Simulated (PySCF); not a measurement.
**Static response to an electric field**

C2H8F3NSi2.
Atom-mapped SMILES: `[NH2:1][SiH2:2][SiH2:3][CH2:4][C:5]([F:6])([F:7])[F:8]` (hydrogens: H9, H10 on N1; H11, H12 on Si2; H13, H14 on Si3; H15, H16 on C4)

Geometry (GFN2-xTB, Å), atoms numbered from 1 in this order:
```xyz
16
C2H8F3NSi2 angstrom
N      2.485   -0.865   -0.102
Si     1.674    0.251    0.937
Si     0.007    1.200   -0.358
C     -1.295   -0.094   -0.935
C     -2.160   -0.520    0.202
F     -3.091   -1.434   -0.146
F     -1.465   -1.079    1.212
F     -2.843    0.502    0.751
H      2.796   -0.562   -1.012
H      3.167   -1.493    0.292
H      1.252   -0.572    2.069
H      2.541    1.323    1.470
H     -0.764    2.263    0.294
H      0.452    1.764   -1.646
H     -0.814   -0.985   -1.335
H     -1.951    0.311   -1.704
```

Level: B3LYP/def2-SVPD (PySCF), static field, nuclei fixed, core orbitals frozen in the response. The polarisability tensor in these axes (au):

```
x   99.97 -0.07  6.55
y   -0.07 87.10 -1.14
z    6.55 -1.14 85.84
```

Problem. Give the principal values, the mean and the anisotropy Δα = √{½[(α1 − α2)² + (α2 − α3)² + (α1 − α3)²]}.

Solution. Principal values 83.01, 87.35 and 102.56 au; mean 90.97 au = 13.48 Å³ = 15.00 × 10⁻⁴⁰ C²·m²/J; Δα = 17.78 au (20 % of the mean).

Problem. What is the dipole moment, and where does it point?

Solution. (2.84, 0.36, -1.83) D, 3.40 D in size, pointing from the negative to the positive side. Measured along this direction, the outermost atoms are F8 and F6 at the negative end and H9 at the positive end.

Problem. Find the Langevin capture rate constant for NH4+ (18.034 u) meeting this molecule (159.015 u), k = 2.342 × 10⁻⁹ cm³/s × √(α in Å³ / reduced mass in u).

Solution. The reduced mass is 16.20 u, so k = 2.14 × 10⁻⁹ cm³/s. The formula leaves out the permanent dipole, which adds to the capture rate.

Problem. Give the eigenvalues of the traceless quadrupole moment Θ = ½Σq(3rr − r²1), origin at the centre of nuclear charge.

Solution. -7.42, 1.97, 5.45 D·Å. The values depend on the origin, since the dipole doesn't vanish. The electronic extent ⟨r²⟩ about the same centre is 1685 bohr², a root-mean-square distance of 2.40 Å for the 82 electrons.

Problem. What depolarisation ratio follows for Rayleigh scattering of linearly polarised light, taking the static tensor?

Solution. ρ = 3Δα²/(45ᾱ² + 4Δα²) = 948.1/(372409 + 1264.2) = 0.00254.

Geometry: GFN2-xTB, one conformer, isolated molecule.
